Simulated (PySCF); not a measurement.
## Molecular orbitals of CaH⁺

MN15 at R = 1.873 Å; PySCF, no relativity, basis sets Ca aug-pcseg-1, H aug-pcseg-1. State: ¹Σ⁺ (singlet), closed shell. Only the outer orbitals are listed, counted within each symmetry.

```tsv
orbital	occ.	ε (eV)	on Ca (%)	main shells (%)
4σ	2	-56.08	101	100 Ca s
2π	2	-37.67	100	100 Ca p
2π	2	-37.67	100	100 Ca p
5σ	2	-37.43	100	100 Ca p
6σ	2	-12.26	50	50 H s, 23 Ca s, 18 Ca d
7σ	0	-5.86	98	72 Ca s, 14 Ca p, 12 Ca d
3π	0	-5.05	100	100 Ca d
3π	0	-5.05	100	100 Ca d
```

Problem. Which are the highest filled and the lowest empty level, where do they sit, and how wide is the gap?

Solution. Highest filled 6σ at -12.26 eV (in %: 50 H s, 23 Ca s, 18 Ca d); lowest empty 7σ at -5.86 eV (in %: 72 Ca s, 14 Ca p, 12 Ca d); the gap at MN15 is 6.40 eV.

- bond order (Mayer): 0.98
- ⟨S²⟩: 0.000
- charge on Ca (Mulliken, basis-dependent): 0.99
- charge on Ca (Löwdin, basis-dependent): 1.34
- dipole moment (positive dipole points towards H; it is taken about the centre of mass and depends on that origin): -5.16 D

Shares are Mulliken populations and can fall outside 0 to 100 %.
